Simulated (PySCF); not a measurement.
HF5Si2, singlet, geometry from GFN2-xTB. Base run: PBE/6-31G in PySCF.

Here is a job for PySCF.
```python
from pyscf import gto, scf, dft, solvent

mol = gto.Mole()
mol.atom = '''
    Si   -1.34265287   -0.04257273   -0.23910327
    F    -1.92696244   -1.22562334    0.65694726
    F    -1.97215714    1.23940177    0.47096275
    Si    0.91629928    0.00827528   -0.10985777
    F     1.64882635    0.06998176    1.29581083
    F     1.54458674    1.23559291   -0.89776028
    F     1.58660468   -1.24905713   -0.81139906
    H    -1.95913373   -0.15249925   -1.54559868
'''
mol.basis = '6-31g'
mol.verbose = 4
mol.build()

mf = dft.RKS(mol)
mf.xc = 'pbe'
mf.kernel()
mf.analyze()
```

Each row names what was changed in the base input (with any setting that the change needs).

```csv
change,ΔE vs base (kcal/mol),dipole (D),HOMO-LUMO gap (eV)
base,0.000,2.36,6.31
model = IEF-PCM; solvent = acetonitrile; vdw_scale = 1.1,-11.09,2.94,6.46
model = IEF-PCM; solvent = acetonitrile; lebedev_order = 11,-6.96,2.84,6.40
model = IEF-PCM; solvent = dimethylsulfoxide,-7.26,2.85,6.41
model = IEF-PCM; solvent = 2-propanol,-6.89,2.83,6.41
model = ddCOSMO; solvent = acetonitrile,-8.83,2.80,6.46
model = COSMO; solvent = acetonitrile,-7.19,2.84,6.41
model = IEF-PCM; solvent = acetonitrile; vdw_scale = 1.4,-3.38,2.70,6.36
model = C-PCM; solvent = acetonitrile,-7.30,2.85,6.41
model = IEF-PCM; solvent = acetonitrile; vdw_scale = 1.0,-17.77,3.04,6.54
model = SS(V)PE; solvent = acetonitrile,-7.07,2.83,6.41
model = IEF-PCM; solvent = water,-7.37,2.86,6.41
```

The base is the gas phase, so ΔE is the electrostatic part of solvation at a fixed geometry, without cavity and dispersion terms.
